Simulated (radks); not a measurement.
Task: The mean radii <r> (bohr) of the occupied orbitals of an atom or ion are listed with their occupations. All-electron calculation, Dirac Kohn-Sham, PBE, spin-unpolarised, spherical densities, finite nucleus; Fermi nuclear charge, rms radius of each element as measured or else 0.836 A^(1/3) + 0.57 fm. Program: a radial shooting solver on a logarithmic mesh with Libxc functionals.

| orbital | occ. | <r> |
|---|---|---|
| 1s1/2 | 2 | 0.03517 |
| 2s1/2 | 2 | 0.1534 |
| 2p1/2 | 2 | 0.1308 |
| 2p3/2 | 4 | 0.1353 |
| 3s1/2 | 2 | 0.4285 |
| 3p1/2 | 2 | 0.4232 |
| 3p3/2 | 4 | 0.4337 |
| 3d3/2 | 4 | 0.4129 |
| 3d5/2 | 6 | 0.4163 |
| 4s1/2 | 2 | 1.088 |
| 4p1/2 | 2 | 1.176 |
| 4p3/2 | 4 | 1.202 |
| 4d3/2 | 2 | 1.513 |

Name the element and its charge. Open shells, if any, fill j = l - 1/2 first.

Result: Z = 42, molybdenum, charge +4: Mo4+ in [Kr] 4d2. The 1s radius gives Z: for a bare nucleus <r> = (2 gamma + 1)/(2Z) with gamma = sqrt(1 - (Z/c)^2), 0.03457 bohr for Z = 42, and screening makes it slightly larger (0.03517 here). The occupations add up to 38, and the charge is Z minus that.
